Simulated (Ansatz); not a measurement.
```yaml
crystal:
  periodic: [false, false, false]
  atoms:
    - {symbol: F, position_ang: [-0.146961, 4.226200, -1.512868]}
    - {symbol: C, position_ang: [2.680050, 2.776112, -0.929760]}
    - {symbol: C, position_ang: [2.398022, -0.517077, 0.237065]}
    - {symbol: C, position_ang: [-0.117811, -2.288856, 0.814539]}
    - {symbol: C, position_ang: [-3.533232, -1.421128, 0.434192]}
    - {symbol: F, position_ang: [-4.310594, -0.712389, -2.543242]}
    - {symbol: F, position_ang: [-4.409098, 1.004249, 2.256672]}
    - {symbol: F, position_ang: [-5.328243, -3.900582, 1.284024]}
    - {symbol: H, position_ang: [4.066850, 2.784698, -3.120216]}
    - {symbol: H, position_ang: [3.974471, 4.187737, 0.817672]}
    - {symbol: H, position_ang: [4.691737, -1.593404, 0.669381]}
    - {symbol: H, position_ang: [0.216462, -4.675954, 1.672617]}
basis:
  gaussian: {orbitals: "6-31++G**"}
hamiltonian: {xc: {name: SVWN5}}
scf: {lower_state_search: off}
output: {forces: true}
```

```sh
$ ansatz run in.yaml --threads 4 --pin off --events-out ev --progress --plain --max-ram 11315MiB
```

It prints (some lines left out):

```
Functional definition: SVWN5
  name "SVWN5"
  cite "Dirac, Proc. Camb. Phil. Soc. 26, 376 (1930) doi:10.1017/S0305004100016108"
  cite "Slater, Phys. Rev. 81, 385 (1951) doi:10.1103/PhysRev.81.385"
  cite "Vosko, Wilk & Nusair, Can. J. Phys. 58, 1200 (1980) doi:10.1139/p80-159"
  exchange = slater_x
  correlation = vwn5_c
these checks for a lower state are left out or cut short: stability, starts, cluster_reference, orbital_swaps, neighbouring_geometries, increment
1624 factors; their error is unknown
mean field evaluation 1: about -14876.6890 eV, gradient 1.1e2 eV
mean field evaluation 2: about -13153.8611 eV, gradient 4.2e2 eV
mean field evaluation 4: about -13378.4200 eV, gradient 3.3e2 eV
mean field evaluation 8: about -14908.2470 eV, gradient 5.4e1 eV
mean field evaluation 16: about -14915.6222 eV, gradient 2.4e0 eV
mean field evaluation 32: about -14915.5913 eV, gradient 3.3e-3 eV
mean field -14915.59133918 eV, -548.1378715638 hartree, gradient 4.4e-6 eV, S^2 0.000000; 0 other end points of the search recorded, 0 dependent functions left out
the calculation of the forces begins
reference -14915.59146699 eV, -548.1378762607 hartree; 32, 32 occupied and 144, 144 virtual orbitals, 1624 factors
Total energy: -14915.59146699 eV, -548.1378762607 hartree
Atom 0 at    -0.146961     4.226200    -1.512868 Å, force     0.765787    -0.361842     0.146768 eV/Å
Atom 1 at     2.680050     2.776112    -0.929760 Å, force     0.999025     0.697623    -0.225320 eV/Å
Atom 2 at     2.398022    -0.517077     0.237065 Å, force     0.724721    -0.894577     0.333290 eV/Å
Atom 3 at    -0.117811    -2.288856     0.814539 Å, force     0.578273    -0.978073     0.363883 eV/Å
Atom 4 at    -3.533232    -1.421128     0.434192 Å, force    -0.727376     0.158846    -0.068745 eV/Å
Atom 5 at    -4.310594    -0.712389    -2.543242 Å, force     0.290512    -0.235474     0.892281 eV/Å
Atom 6 at    -4.409098     1.004249     2.256672 Å, force     0.320578    -0.745214    -0.531661 eV/Å
Atom 7 at    -5.328243    -3.900582     1.284024 Å, force     0.588912     0.703150    -0.239900 eV/Å
Atom 8 at     4.066850     2.784698    -3.120216 Å, force    -0.900138     0.030866     1.305525 eV/Å
Atom 9 at     3.974471     4.187737     0.817672 Å, force    -0.844447    -0.814443    -1.067091 eV/Å
Atom 10 at     4.691737    -1.593404     0.669381 Å, force    -1.595136     0.736933    -0.296374 eV/Å
Atom 11 at     0.216462    -4.675954     1.672617 Å, force    -0.200713     1.702204    -0.612656 eV/Å
Dipole moment:     4.166475    -0.576376     0.295517 e Å
Checks for a lower state left out: stability, starts, cluster_reference, orbital_swaps, neighbouring_geometries, increment
```

Task: What is wrong with this run?

Result: The coordinates are in bohr but typed as ångström. The calculation finished and met its thresholds. The result belongs to that input, not to the molecule as meant.
